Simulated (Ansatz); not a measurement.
Basis-set extrapolation for BH$_{9}$O$_{3}$Si$_{3}$, SMILES `[SiH3]OB(O[SiH3])O[SiH3]` (PBE0-D4/def2-TZVP geometry, frozen core, Ansatz). Multiplicity 1, RHF reference.

```tsv
	def2-TZVPP	def2-QZVPP
HF	-1121.760521	-1121.801315
MP2 correlation	-1.161730	-1.253204
CCSD(T) correlation	-1.269886	not run
```

Energies in hartree. Use E(X) = E(∞) + A·exp(−7.88·√X) for Hartree–Fock and E(X) = E(∞) + B·X^(−2.97) for correlation, with X = 3 and 4, and add CCSD(T) minus MP2 of the smaller set to the MP2 limit.

Question: What is the CCSD(T) energy at the basis-set limit?

Answer: HF limit: -1121.801315 + (-0.040794) × 0.13774 = -1121.80693. MP2 limit: -1.253204 + (-0.091474) × 0.74074 = -1.32096. Higher-order term: -1.269886 − (-1.161730) = -0.10816. Total: -1123.23605 hartree, 5.60 eV below CCSD(T)/def2-TZVPP.
